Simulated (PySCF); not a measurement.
**PBE0 on Ar²⁺ (argon, charge +2)**

Configuration: [Ne] 3s1 3p4 4s1, high-spin 5P determinant (an excited configuration). Calculation: PySCF 2.14, in dyall-av2z; the non-relativistic Hamiltonian (point nucleus).

```json
{
 "Total energy": "-524.4349 hartree",
 "One-electron energy": "-703.5412 hartree",
 "Hartree (Coulomb) energy": "208.7587 hartree",
 "Exchange-correlation energy": "-29.6524 hartree",
 "Kinetic energy": "523.90774 hartree",
 "⟨S²⟩": "6.0005",
 "⟨L²⟩": "2.052",
 "Sum of ⟨r⟩": "13.57 bohr",
 "Sum of ⟨r²⟩": "25.56 bohr²",
 "Traceless quadrupole moment −½Σ⟨3z² − r²⟩ along its main axis": "-1.18 e·bohr²",
 "Density at the nucleus (Gaussians lack the cusp)": "3750 bohr⁻³",
 "Spin density at the nucleus": "21.2 bohr⁻³",
 "Langevin diamagnetic susceptibility": "-20.2 ×10⁻⁶ cm³/mol"
}
```

```csv
shell,electrons,mean orbital energy (hartree),spread (hartree),"rms radius, mean of both spins (bohr)"
1s α,1,-116.80651,0,0.0999
1s β,1,-116.76410,0,0.0999
2s α,1,-12.69092,0,0.451
2s β,1,-12.64099,0,0.451
2p α,3,-10.22129,0.03626,0.419
2p β,3,-10.16871,0.00323,0.419
3s α,1,-2.30010,0,1.38
3p α,3,-1.68021,0.07471,1.52
3p β,1,-1.49711,0,1.52
4s α,1,-0.62551,0,3.60
```

The outer electron is Rydberg-like, and this basis confines it to a smaller radius and binds it less than a complete one would.
